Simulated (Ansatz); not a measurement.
The first iterations of a band of CH₈BNSi (12 atoms, charge 0, multiplicity 1).

Computed with Ansatz, RKS B3LYP/def2-SVP.

```json
{
 "movable images": "5",
 "climbing image": "yes",
 "spring": "5.0 eV/Å²",
 "optimiser": "quadratic models (default)",
 "start path": "through a guess of the saddle point",
 "force threshold": "0.05 eV/Å",
 "iteration limit": "60",
 "end points": "relaxed"
}
```

Initial state:

```xyz
12
Properties=species:S:1:pos:R:3
B -0.946 1.218 -0.261
C 0.171 0.499 0.492
N -0.126 -0.250 1.696
Si 0.682 -0.714 -0.973
H -0.668 2.041 -1.100
H -2.102 0.894 -0.106
H 1.086 1.109 0.604
H 0.526 -1.009 1.889
H -1.074 -0.621 1.700
H 1.296 -0.049 -2.158
H -0.467 -1.563 -1.402
H 1.700 -1.611 -0.346
```

Final state:

```xyz
12
Properties=species:S:1:pos:R:3
B -0.974 1.175 -0.261
C 0.133 0.370 0.431
N -0.246 -0.543 1.500
Si 0.680 -0.758 -1.052
H -0.670 2.039 -1.049
H -2.142 0.921 -0.081
H 1.033 0.997 0.611
H -0.833 -0.096 2.201
H 0.560 -0.947 1.973
H 1.422 0.018 -2.088
H -0.482 -1.449 -1.678
H 1.596 -1.783 -0.472
```

| iteration | highest image above the first end (eV) | largest band force component (eV/Å) |
| --- | --- | --- |
| 1 | 11.108 | 45.105 |
| 2 | 2.613 | 8.926 |
| 3 | 1.260 | 4.195 |
| 4 | 0.461 | 1.520 |
| 5 | 0.427 | 0.690 |

Question: Does the band converge within its limit, and where does its top end?

Answer: The forces met the threshold. It ended after 15 iterations with the highest image 0.241 eV above the first end. A vibrational analysis at the climbing image gives one clearly imaginary mode, 343i cm⁻¹: a first-order saddle point.

The run took 3 min on 2 threads of Arm Neoverse V1 (shared host), peak memory 0.21 GiB.
